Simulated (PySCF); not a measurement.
PySCF input:

```python
from pyscf import gto, scf, dft

mol = gto.M(
    atom='''
    F    -0.04514898    1.56520838    0.01877883
    C    -0.00856108    0.29679236    0.00356081
    Cl    1.45882399   -0.42502430   -0.00382508
    Cl   -1.43190004   -0.50836567   -0.00737341
    ''',
    basis='def2-tzvpd',
    charge=1,
    spin=0,
    verbose=4,
)

mf = dft.RKS(mol, xc='m062x').density_fit(auxbasis='def2-universal-jkfit')
mf.grids.level = 4
mf.conv_tol = 1e-9
mf.max_cycle = 100
mf.max_memory = 1500
mf.kernel()
if not mf.converged:
    mf = mf.newton()
    mf.kernel(mf.make_rdm1())
mf.analyze()
```

**Question.** What final total energy does it print?

**Answer.** -1057.98278 Eh (M06-2X/def2-TZVPD).
